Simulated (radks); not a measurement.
Task: Rh2+, configuration [Kr] 4d5 5p2 (not the ground configuration). Calculated with a radial shooting solver on a logarithmic mesh with Libxc functionals: non-relativistic Kohn-Sham, BLYP, spin-polarised, spherical densities, point nucleus; open shells are filled with parallel spins first (spin-orbit coupling, left out, can overturn this in heavy ions); relativity is left out, which matters for an element this heavy. Some entries of the table are withheld. Estimate them.

orbital,occ.,eigenvalue (eV),r(max) (bohr)
1s up,1,-22409.85,0.02240
1s down,1,-22409.80,0.02240
2s up,1,-3216.922,0.1247
2s down,1,-3215.903,0.1247
2p up,3,-2985.057,0.09789
2p down,3,-2984.276,0.09788
3s up,1,-600.0959,0.3629
3s down,1,-599.5590,0.3630
3p up,3,-508.3860,0.3497
3p down,3,-507.7630,0.3498
3d up,5,-339.4075,0.2913
3d down,5,-338.4757,0.2915
4s up,1,-111.0089,(1)
4s down,1,-106.7447,(2)
4p up,3,(3),0.9474
4p down,3,(4),0.9443
4d up,5,-37.2458,1.088
4d down,0,-33.1616,1.089
5p up,2,-17.9052,2.590

Result: 
(1) 4s up r(max) (bohr): 0.9033
(2) 4s down r(max) (bohr): 0.9001
(3) 4p up eigenvalue (eV): -82.6501
(4) 4p down eigenvalue (eV): -78.3492
